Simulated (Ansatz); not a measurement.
Harmonic frequencies (cm⁻¹) at PBE0-D4/def2-TZVP from Ansatz: 39, 76, 112, 117, 126, 299, 300, 455, 475, 482, 531, 586, 828, 869, 923, 928, 938, 942, 2207, 2211, 2229, 2231, 2238, 2242.

(1) Which molecule is it?
A. `C[O][Sb]([F])[F]`
B. `[F][SbH][SiH3]`
C. `[F][Sb]([SiH3])[SiH3]`
D. `C[CH2][SbH2]`

Results:

(1) C.
